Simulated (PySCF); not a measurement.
# Worked example: oscillator strength and radiative lifetime

C₃H₂BrF, SMILES FC=C=CBr.

The structure is a stationary point at ωB97X-D3(BJ)/def2-SVP.

TDA-CAM-B3LYP/def2-SVPD run with PySCF puts the first singlet state with f over 0.02 at 6.30 eV (vertical), with the transition dipole (-0.424, -0.079, -0.083) in atomic units.

Find the oscillator strength, the wavelength and the radiative lifetime that this transition would have in vacuum if emission retraced absorption.


|μ|² = 0.1929 au, so |μ| = 1.12 D. ΔE = 6.30/27.211 = 0.2315 hartree. f = (2/3) ΔE |μ|² = 0.030 (the program prints 0.030).
λ = 1239.84/6.30 = 197 nm; ν = 50813 cm⁻¹.
Einstein's coefficient A = 0.6670 ν² f s⁻¹ (ν in cm⁻¹) = 5.1e7 s⁻¹, so τ = 1/A = 20 ns. This state is S4; the lower singlets have f = 0.001, 0.000, 0.002. The figure is the radiative limit of this one transition; relaxation, internal conversion, crossing to triplets and a medium change what is measured.
